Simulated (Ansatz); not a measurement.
Start from `C#[C][Zr]([OH])([OH])[OH]` and change one element to get `C#[C][Ti]([OH])([OH])[OH]`.

Ansatz, PBE0-D4/def2-TZVP geometries, multiplicity 1. Each molecule was computed in one conformer, which needn't be the lowest.

Elements past krypton have def2 core potentials. Scalar relativity is left out up to krypton.

| property | `C#[C][Zr]([OH])([OH])[OH]` |
| --- | --- |
| zero-point energy (PBE0-D4/def2-TZVP) / kJ/mol | 144.3 |
| LUMO energy (ωB97M-V/def2-TZVPP) / eV | 0.66 |
| LUMO energy (PBE0/def2-TZVPP) / eV | -0.63 |
| HOMO energy (ωB97M-V/def2-TZVPP) / eV | -9.83 |
| HOMO–LUMO gap (ωB97M-V/def2-TZVPP) / eV | 10.49 |
| HOMO energy (B3LYP/def2-TZVPP) / eV | -7.33 |

Question: What does the change do to each property? (Estimate.)

Answer: The calculation gave: 
```tsv
property	`C#[C][Ti]([OH])([OH])[OH]`	shift
zero-point energy (PBE0-D4/def2-TZVP) / kJ/mol	148.2	3.9
LUMO energy (ωB97M-V/def2-TZVPP) / eV	0.32	-0.34
LUMO energy (PBE0/def2-TZVPP) / eV	-1.88	-1.25
HOMO energy (ωB97M-V/def2-TZVPP) / eV	-10.02	-0.19
HOMO–LUMO gap (ωB97M-V/def2-TZVPP) / eV	10.33	-0.16
HOMO energy (B3LYP/def2-TZVPP) / eV	-7.53	-0.20
```

With PBE0 the HOMO falls by 0.19 eV and the LUMO falls by 1.25 eV, so the gap narrows by about 1.06 eV. PBE moves the HOMO by -0.18 eV and ωB97M-V by -0.19 eV.

B3LYP here is the variant with VWN-RPA as its local correlation; programs differ in this.
